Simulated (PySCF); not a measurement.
**Bonding in `COC[SiH2][SiH2]N`**

Compound: C2H11NOSi2.
Atom-mapped SMILES: `[CH3:1][O:2][CH2:3][SiH2:4][SiH2:5][NH2:6]` (hydrogens: H7, H8, H9 on C1; H10, H11 on C3; H12, H13 on Si4; H14, H15 on Si5; H16, H17 on N6)

Cartesian coordinates in Å at the PBE0-D3(BJ)/def2-SVP level; atoms count from 1:
```
atom  x, y, z in Å
C1    -2.4072   -0.0496    1.7047
O2    -1.3122    0.2653    0.9011
C3    -1.4642   -0.1255   -0.4382
Si4    0.1266    0.3818   -1.3528
Si5    1.9253   -0.1896    0.0356
N6     3.4065   -0.0073   -0.8639
H7    -3.3304    0.4563    1.3587
H8    -2.6032   -1.1401    1.7246
H9    -2.1850    0.2867    2.7273
H10   -2.3616    0.3375   -0.8997
H11   -1.6004   -1.2249   -0.5251
H12    0.1818   -0.3415   -2.6639
H13    0.1138    1.8510   -1.6465
H14    1.8284    0.6096    1.3042
H15    1.8106   -1.6305    0.4253
H16    3.5733    0.8717   -1.3421
H17    4.2698   -0.3377   -0.4441
```

Bond orders from the PBE0/pcSseg-1 density (PySCF). Geometry: PBE0-D3(BJ)/def2-SVP, one conformer, isolated molecule.

Task: How far do the computed orders between heavy atoms stray from the drawn ones?

Result: The largest departure is 0.111, at C3–Si4 (drawn single, 0.889).

Task: Give the Mayer order of every bond, beside its length.

Result: 
```tsv
bond	drawn as	length (Å)	Mayer order
C1–O2	single	1.394	0.936
O2–C3	single	1.403	0.898
C3–Si4	single	1.904	0.889
Si4–Si5	single	2.343	0.927
Si5–N6	single	1.742	1.024
C1–H7	single	1.108	0.959
C1–H8	single	1.108	0.957
C1–H9	single	1.099	0.972
C3–H10	single	1.110	0.938
C3–H11	single	1.111	0.933
Si4–H12	single	1.498	0.927
Si4–H13	single	1.498	0.938
Si5–H14	single	1.502	0.867
Si5–H15	single	1.497	0.922
N6–H16	single	1.015	0.947
N6–H17	single	1.015	0.945
```

By pair of heavy elements: C–O: lowest O2–C3 (0.898, 1.403 Å), highest C1–O2 (0.936, 1.394 Å).

Task: Sum the orders of all bonds at each heavy atom with more than one neighbour and set the sums beside the valence in the SMILES.

Result: C1 3.824 (drawn 4), O2 1.834 (drawn 2), C3 3.658 (drawn 4), Si4 3.681 (drawn 4), Si5 3.740 (drawn 4), N6 2.916 (drawn 3). Orders between atoms that aren't bonded are not in these sums.

Mayer orders depend on the basis set.
